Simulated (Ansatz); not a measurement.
All values below come from B3LYP-D3(BJ)/def2-TZVP (Ansatz, a program for electronic structure). No frequencies were computed at this level.

Ansatz 0.2 input:
```yaml
crystal:
  periodic: [false, false, false]
  atoms:
    - { symbol: C, position_ang: [1.563653, -0.498321, 0.418089] }
    - { symbol: C, position_ang: [0.338909, -0.186732, 0.137652] }
    - { symbol: C, position_ang: [-0.900941, 0.104306, -0.129277] }
    - { symbol: O, position_ang: [-1.273167, 1.161016, -0.929501] }
    - { symbol: H, position_ang: [2.072868, -0.091393, 1.278874] }
    - { symbol: H, position_ang: [2.131794, -1.184485, -0.192032] }
    - { symbol: H, position_ang: [-1.701639, -0.499155, 0.286387] }
    - { symbol: H, position_ang: [-2.231477, 1.19476, -0.992167] }
basis:
  gaussian: { orbitals: def2-tzvp }
hamiltonian:
  xc: b3lyp
  dispersion: d3bj
relax:
  max_steps: 150
```

Output:

```
Functional definition: B3LYP
867 factors; their error is unknown
mean field evaluation 1: about -5215.5983 eV, gradient 6.0e1 eV
mean field evaluation 2: about -5211.6450 eV, gradient 7.4e1 eV
mean field evaluation 4: about -5223.2819 eV, gradient 3.8e0 eV
mean field evaluation 8: about -5223.3068 eV, gradient 4.6e-1 eV
mean field evaluation 16: about -5223.3071 eV, gradient 4.3e-5 eV
mean field -5223.30708186 eV, -191.9529947735 hartree, gradient 4.3e-5 eV, S^2 0.000000; 0 other end points of the search recorded, 0 dependent functions left out
reference -5223.30731848 eV, -191.9530034693 hartree; 15, 15 occupied and 133, 133 virtual orbitals, 867 factors
relax step   1: F+E_penalty+E_count = -5223.50591299 eV  Δ(F+E_penalty+E_count) = +0.000e0 eV  max|allowed force component| = 2.183e-1 eV/Å  Δτ_max = 0.0000 Å  (30 SCF iters, accepted)
these checks for a lower state are left out or cut short: starts, cluster_reference, orbital_swaps, neighbouring_geometries, increment
867 factors; their error is unknown
mean field -5223.29737412 eV, -191.9526380209 hartree, gradient 1.0e-5 eV, S^2 0.000000; 0 other end points of the search recorded, 0 dependent functions left out
reference -5223.29761214 eV, -191.9526467678 hartree; 15, 15 occupied and 133, 133 virtual orbitals, 867 factors
relax step   2: F+E_penalty+E_count = -5223.49595453 eV  Δ(F+E_penalty+E_count) = +9.958e-3 eV  max|allowed force component| = 3.234e-1 eV/Å  Δτ_max = 0.0416 Å  (33 SCF iters, rejected (line search))
these checks for a lower state are left out or cut short: starts, cluster_reference, orbital_swaps, neighbouring_geometries, increment
867 factors; their error is unknown
mean field -5223.30901583 eV, -191.9530658456 hartree, gradient 1.0e-5 eV, S^2 0.000000; 0 other end points of the search recorded, 0 dependent functions left out
reference -5223.30925307 eV, -191.9530745641 hartree; 15, 15 occupied and 133, 133 virtual orbitals, 867 factors
relax step   3: F+E_penalty+E_count = -5223.50767408 eV  Δ(F+E_penalty+E_count) = -1.761e-3 eV  max|allowed force component| = 1.201e-1 eV/Å  Δτ_max = 0.0139 Å  (33 SCF iters, accepted)
these checks for a lower state are left out or cut short: starts, cluster_reference, orbital_swaps, neighbouring_geometries, increment
867 factors; their error is unknown
mean field evaluation 32: about -5223.3136 eV, gradient 7.2e-1 eV
mean field -5223.31042972 eV, -191.9531178051 hartree, gradient 1.0e-5 eV, S^2 0.000000; 0 other end points of the search recorded, 0 dependent functions left out
reference -5223.31066682 eV, -191.9531265184 hartree; 15, 15 occupied and 133, 133 virtual orbitals, 867 factors
relax step   4: F+E_penalty+E_count = -5223.50903262 eV  Δ(F+E_penalty+E_count) = -1.359e-3 eV  max|allowed force component| = 7.928e-2 eV/Å  Δτ_max = 0.0067 Å  (33 SCF iters, accepted)
these checks for a lower state are left out or cut short: starts, cluster_reference, orbital_swaps, neighbouring_geometries, increment
867 factors; their error is unknown
mean field -5223.31110470 eV, -191.9531426104 hartree, gradient 1.0e-5 eV, S^2 0.000000; 0 other end points of the search recorded, 0 dependent functions left out
reference -5223.31134175 eV, -191.9531513216 hartree; 15, 15 occupied and 133, 133 virtual orbitals, 867 factors
relax step   5: F+E_penalty+E_count = -5223.50962290 eV  Δ(F+E_penalty+E_count) = -5.903e-4 eV  max|allowed force component| = 4.442e-2 eV/Å  Δτ_max = 0.0053 Å  (32 SCF iters, accepted)
these checks for a lower state are left out or cut short: starts, cluster_reference, orbital_swaps, neighbouring_geometries, increment
867 factors; their error is unknown
mean field -5223.31116030 eV, -191.9531446534 hartree, gradient 1.0e-5 eV, S^2 0.000000; 0 other end points of the search recorded, 0 dependent functions left out
reference -5223.31139736 eV, -191.9531533653 hartree; 15, 15 occupied and 133, 133 virtual orbitals, 867 factors
relax step   6: F+E_penalty+E_count = -5223.50968009 eV  Δ(F+E_penalty+E_count) = -5.719e-5 eV  max|allowed force component| = 4.074e-2 eV/Å  Δτ_max = 0.0007 Å  (32 SCF iters, accepted)
these checks for a lower state are left out or cut short: starts, cluster_reference, orbital_swaps, neighbouring_geometries, increment
867 factors; their error is unknown
mean field -5223.31124284 eV, -191.9531476870 hartree, gradient 1.0e-5 eV, S^2 0.000000; 0 other end points of the search recorded, 0 dependent functions left out
reference -5223.31147994 eV, -191.9531564000 hartree; 15, 15 occupied and 133, 133 virtual orbitals, 867 factors
relax step   7: F+E_penalty+E_count = -5223.50979485 eV  Δ(F+E_penalty+E_count) = -1.148e-4 eV  max|allowed force component| = 2.228e-2 eV/Å  Δτ_max = 0.0026 Å  (33 SCF iters, accepted)
these checks for a lower state are left out or cut short: starts, cluster_reference, orbital_swaps, neighbouring_geometries, increment
867 factors; their error is unknown
mean field evaluation 64: about -5223.3113 eV, gradient 6.1e-3 eV
mean field -5223.31126585 eV, -191.9531485324 hartree, gradient 1.0e-5 eV, S^2 0.000000; 0 other end points of the search recorded, 0 dependent functions left out
reference -5223.31150292 eV, -191.9531572447 hartree; 15, 15 occupied and 133, 133 virtual orbitals, 867 factors
relax step   8: F+E_penalty+E_count = -5223.50982998 eV  Δ(F+E_penalty+E_count) = -3.514e-5 eV  max|allowed force component| = 1.664e-2 eV/Å  Δτ_max = 0.0012 Å  (33 SCF iters, accepted)
these checks for a lower state are left out or cut short: starts, cluster_reference, orbital_swaps, neighbouring_geometries, increment
867 factors; their error is unknown
mean field -5223.31135493 eV, -191.9531518061 hartree, gradient 1.0e-5 eV, S^2 0.000000; 0 other end points of the search recorded, 0 dependent functions left out
reference -5223.31159201 eV, -191.9531605187 hartree; 15, 15 occupied and 133, 133 virtual orbitals, 867 factors
relax step   9: F+E_penalty+E_count = -5223.50989598 eV  Δ(F+E_penalty+E_count) = -6.600e-5 eV  max|allowed force component| = 6.097e-3 eV/Å  Δτ_max = 0.0046 Å  (34 SCF iters, accepted)
867 factors; their error is unknown
mean field evaluation 96: about -5223.3114 eV, gradient 5.5e-5 eV
mean field -5223.31135493 eV, -191.9531518061 hartree, gradient 1.0e-5 eV, S^2 0.000000; 1 other end points of the search recorded, 0 dependent functions left out
reference -5223.31159201 eV, -191.9531605187 hartree; 15, 15 occupied and 133, 133 virtual orbitals, 867 factors
Total energy: -5223.51013306 eV, -191.9604567678 hartree
Atom 0 at     1.567237    -0.502086     0.421011 Å, force    -0.000580    -0.000832     0.000423 eV/Å
Atom 1 at     0.339742    -0.181899     0.133613 Å, force    -0.001250    -0.000642     0.000460 eV/Å
Atom 2 at    -0.904042     0.105698    -0.130420 Å, force     0.000296     0.006097    -0.004500 eV/Å
Atom 3 at    -1.274461     1.163208    -0.931456 Å, force    -0.002912    -0.002191     0.001746 eV/Å
Atom 4 at     2.077578    -0.089186     1.286259 Å, force     0.000116     0.000922     0.001569 eV/Å
Atom 5 at     2.137412    -1.190317    -0.196107 Å, force     0.000099    -0.001414    -0.001064 eV/Å
Atom 6 at    -1.709030    -0.493950     0.282639 Å, force     0.002201    -0.001187     0.000789 eV/Å
Atom 7 at    -2.234436     1.188529    -0.987515 Å, force     0.002030    -0.000753     0.000577 eV/Å
Dipole moment:    -0.314151    -0.136890     0.089530 e Å
```

Cost: very roughly 30 core-seconds.
